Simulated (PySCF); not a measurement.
UHF on Br⁺ (bromine, charge +1)

Configuration: [Ar] 3d10 4s2 4p4, high-spin 3P determinant. All numbers are calculated (PySCF 2.14, scalar relativity by spin-free X2C-1e, in x2c-TZVPall).

* Total energy: -2604.020861 hartree
* One-electron energy: -3608.6050 hartree
* Hartree (Coulomb) energy: 1095.5081 hartree
* Exchange energy: -90.9239 hartree
* ⟨S²⟩: 2.0086
* ⟨L²⟩: 2.033
* Sum of ⟨r⟩: 22.98 bohr
* Sum of ⟨r²⟩: 31.64 bohr²
* Traceless quadrupole moment −½Σ⟨3z² − r²⟩ along its main axis: -1.84 e·bohr²
* Langevin diamagnetic susceptibility: -25.1 ×10⁻⁶ cm³/mol
* Time after the integrals: 0.15 s of wall time on 1 thread of Neoverse-V2 (shared host)

| shell | electrons | mean orbital energy (hartree) | spread (hartree) | rms radius, mean of both spins (bohr) |
| --- | --- | --- | --- | --- |
| 1s α | 1 | -498.63774 | 0 | 0.0492 |
| 1s β | 1 | -498.62818 | 0 | 0.0492 |
| 2s α | 1 | -67.51082 | 0 | 0.205 |
| 2s β | 1 | -67.50582 | 0 | 0.205 |
| 2p α | 3 | -59.41126 | 0.00859 | 0.183 |
| 2p β | 3 | -59.40057 | 0.00334 | 0.183 |
| 3s α | 1 | -10.61499 | 0 | 0.588 |
| 3s β | 1 | -10.59669 | 0 | 0.588 |
| 3p α | 3 | -7.96912 | 0.02619 | 0.607 |
| 3p β | 3 | -7.94469 | 0.00391 | 0.607 |
| 3d α | 5 | -3.56959 | 0.02461 | 0.650 |
| 3d β | 5 | -3.55720 | 0.01303 | 0.650 |
| 4s α | 1 | -1.49127 | 0 | 1.78 |
| 4s β | 1 | -1.26753 | 0 | 1.78 |
| 4p α | 3 | -0.86579 | 0.07247 | 2.11 |
| 4p β | 1 | -0.77538 | 0 | 2.11 |

Densities and radii are taken from the X2C orbitals without a picture-change correction, which distorts them close to the nucleus.
